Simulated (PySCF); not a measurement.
Compound: C6H8N2OSi.
Bonds: N1–C2 (triple), C2–C3, C3–C4, C4–N5 (triple), C3–C6, C6–O7, O7–C8, C8–C9, C9–Si10, C3–Si10. Hydrogens: H11, H12 on C6; H13, H14 on C8; H15, H16 on C9; H17, H18 on Si10.

Level: PBE0/pcSseg-1 in PySCF, non-relativistic, on one gas-phase PBE0-D3(BJ)/def2-SVP geometry that isn't relaxed in the solvent. The solvent is an IEF-PCM continuum (Bondi radii, 1.10 Å for H, scaled by 1.2). Specific hydrogen bonds and non-electrostatic terms are outside this model.

Gas phase at PBE0/pcSseg-1: HOMO -8.43 eV, LUMO -0.46 eV, dipole 5.70 D.

Problem. What does the continuum do to the energy, the frontier levels and the dipole at PBE0/pcSseg-1 in tetrahydrofuran and acetone?

Solution. 
| solvent | ε | E(solvent) − E(gas) (kcal/mol) | polarisation term (kcal/mol) | distortion of the solute (kcal/mol) | HOMO (eV) | LUMO (eV) | dipole (D) |
| --- | --- | --- | --- | --- | --- | --- | --- |
| tetrahydrofuran | 7.426 | -8.92 | -10.41 | 1.49 | -8.16 | -0.44 | 7.00 |
| acetone | 20.49 | -10.32 | -12.33 | 2.01 | -8.13 | -0.45 | 7.20 |

Polarisation term: ½ Σ q·V over the induced surface charges. Distortion: the rise of the solute's own energy as its density leaves the gas-phase optimum. From tetrahydrofuran to acetone the lowering changes by a factor 1.16, Onsager's factor (ε − 1)/(2ε + 1) by 1.15 and ε itself by 2.8.

Problem. Which radius a makes the point-dipole formula ΔE = −[(ε − 1)/(2ε + 1)]·μ²/a³ give the value in acetone, with the gas-phase dipole?

Solution. μ = 2.243 au and |ΔE| = 0.01645 Eh give a = 2.76 Å; the farthest nucleus lies 3.67 Å from the centroid of the nuclei, so such a sphere wouldn't even hold the nuclei. The formula assumes a rigid point dipole at the centre of a sphere.

Problem. Which Hirshfeld charges (PBE0/pcSseg-1) respond most in acetone (means over atoms taken as equivalent)?

Solution. 
```
  atoms                  environment  gas (e)  solvent (e)  change
  N1/N5             nitrile nitrogen   -0.205       -0.251  -0.046
  C2/C4               nitrile carbon   +0.079       +0.095  +0.016
     O7          cyclic ether oxygen   -0.126       -0.140  -0.014
   Si10                 SiH2 silicon   +0.363       +0.373  +0.010
H11/H12           methylene hydrogen   +0.052       +0.062  +0.010
H13/H14           methylene hydrogen   +0.047       +0.053  +0.006
H15/H16           methylene hydrogen   +0.052       +0.058  +0.006
     C9  sp3 carbon bound to silicon   -0.162       -0.157  +0.005
H17/H18                Si–H hydrogen   -0.060       -0.056  +0.004
     C3  sp3 carbon bound to silicon   -0.037       -0.033  +0.004
     C6   sp3 carbon bound to oxygen   +0.019       +0.023  +0.004
     C8   sp3 carbon bound to oxygen   +0.012       +0.013  +0.001
```

Problem. Which Mayer bond orders change most in acetone?

Solution. 
| bond | length (Å) | gas | solvent | change |
| --- | --- | --- | --- | --- |
| Si10–C3 | 1.948 | 0.721 | 0.694 | -0.027 |
| O7–C8 | 1.408 | 0.916 | 0.898 | -0.018 |
| C3–C4 | 1.453 | 0.977 | 0.989 | +0.012 |
| N1–C2 | 1.158 | 3.024 | 3.035 | +0.011 |
| C4–N5 | 1.158 | 3.035 | 3.044 | +0.009 |
| C9–Si10 | 1.877 | 0.913 | 0.921 | +0.008 |
| C2–C3 | 1.457 | 0.944 | 0.950 | +0.006 |
| C3–C6 | 1.567 | 0.915 | 0.909 | -0.006 |

Problem. How do the nuclear quadrupole coupling constants eQVzz/h respond in acetone?

Solution. 
| nucleus | Q (barn) | gas (MHz) | solvent (MHz) | η gas | η solvent |
| --- | --- | --- | --- | --- | --- |
| 14N at N1 | 0.02044 | -4.51 | -4.19 | 0.14 | 0.18 |
| 14N at N5 | 0.02044 | -4.51 | -4.19 | 0.17 | 0.20 |
| 17O at O7 | -0.0256 | -12.07 | -11.90 | 0.87 | 0.87 |
